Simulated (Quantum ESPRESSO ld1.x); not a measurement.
Problem. The aim is the europium ion Eu3+ in [Xe] 4f6. What will ld1.x (Quantum ESPRESSO 7.5) do with this input?

```
 &input
    zed=63.0,
    iswitch=1,
    rel=2,
    dft='PBESOL',
    config='[Xe] 4f6',
    lsmall=.true.,
    tr2=1e-2,
    prefix='ld1',
    max_out_wfc=37,
    file_charge='ld1.rho',
 /
```

Solution. Inaccurate. The cycle stops early, after 7 iterations, and the energy is off by -0.9949 hartree against the sound run.

Output (excerpt):

```
     Program LD1 v.7.5 starts

     --------------------------- All-electron run ----------------------------

     dirac relativistic calculation

     atomic number is 63.00
     dft =PBESOL   lsd =0 sic =0 latt =0  beta=0.20 tr2=1.0E-02
     Exchange-correlation= PBESOL
                           (   1   4  10   8   0   0   0)
     mesh =2095 r(mesh) = 100.37019 a.u. xmin = -8.00 dx = 0.00800
     1 Ry =  13.60569312 eV, c = 137.03599908

     n l j   nl                  e(Ry)          e(Ha)          e(eV)
     Spin orbit split results
     1 0 0.5 1S 1( 2.00)     -3552.3502     -1776.1751    -48332.1862
     2 0 0.5 2S 1( 2.00)      -584.9921      -292.4960     -7959.2227
     2 1 0.5 2P 1( 2.00)      -555.1202      -277.5601     -7552.7947
     2 1 1.5 2P 1( 4.00)      -507.5229      -253.7614     -6905.2002
     3 0 0.5 3S 1( 2.00)      -130.5565       -65.2782     -1776.3115
     3 1 0.5 3P 1( 2.00)      -117.6572       -58.8286     -1600.8072
     3 1 1.5 3P 1( 4.00)      -107.9588       -53.9794     -1468.8544
     4 0 0.5 4S 1( 2.00)       -27.7832       -13.8916      -378.0090
     4 1 0.5 4P 1( 2.00)       -22.8000       -11.4000      -310.2102
     4 1 1.5 4P 1( 4.00)       -20.6482       -10.3241      -280.9327
     3 2 1.5 3D 1( 4.00)       -85.6273       -42.8136     -1165.0182
     3 2 2.5 3D 1( 6.00)       -83.5168       -41.7584     -1136.3046
     5 0 0.5 5S 1( 2.00)        -5.3659        -2.6829       -73.0064
     5 1 0.5 5P 1( 2.00)        -3.9741        -1.9871       -54.0705
     5 1 1.5 5P 1( 4.00)        -3.6619        -1.8309       -49.8224
     4 2 1.5 4D 1( 4.00)       -12.4403        -6.2202      -169.2591
     4 2 2.5 4D 1( 6.00)       -12.0528        -6.0264      -163.9870
     4 3 2.5 4F 1( 6.00)        -2.4701        -1.2351       -33.6080
     4 3 3.5 4F 1( 0.00)        -2.4203        -1.2102       -32.9303
     Averaged results
     1 0     1S 1( 2.00)     -3552.3502     -1776.1751    -48332.1862
     2 0     2S 1( 2.00)      -584.9921      -292.4960     -7959.2227
     2 1     2P 1( 6.00)      -523.3886      -261.6943     -7121.0650
     3 0     3S 1( 2.00)      -130.5565       -65.2782     -1776.3115
     3 1     3P 1( 6.00)      -111.1916       -55.5958     -1512.8387
     4 0     4S 1( 2.00)       -27.7832       -13.8916      -378.0090
     4 1     4P 1( 6.00)       -21.3655       -10.6827      -290.6918
     3 2     3D 1(10.00)       -84.3610       -42.1805     -1147.7900
     5 0     5S 1( 2.00)        -5.3659        -2.6829       -73.0064
     5 1     5P 1( 6.00)        -3.7660        -1.8830       -51.2384
     4 2     4D 1(10.00)       -12.2078        -6.1039      -166.0958
     4 3     4F 1( 6.00)        -2.4417        -1.2208       -33.2207

     final scf error:  2.9E-03 reached in   7 iterations

     Etot =  -21695.894370 Ry,  -10847.947185 Ha, -295187.680823 eV

     Ekin =   23588.978409 Ry,   11794.489205 Ha,  320944.401321 eV
     Encl =  -53113.718192 Ry,  -26556.859096 Ha, -722648.950346 eV
     Eh   =    8305.751206 Ry,    4152.875603 Ha,  113005.502069 eV
     Exc  =    -476.905793 Ry,    -238.452896 Ha,   -6488.633867 eV
```

Run on one thread of a shared host, so times are rough (Intel(R) Xeon(R) Processor @ 2.60GHz): 0.3 s of CPU time, 1.4 s wall, 7 iterations on 2095 mesh points, peak memory 30 MiB.
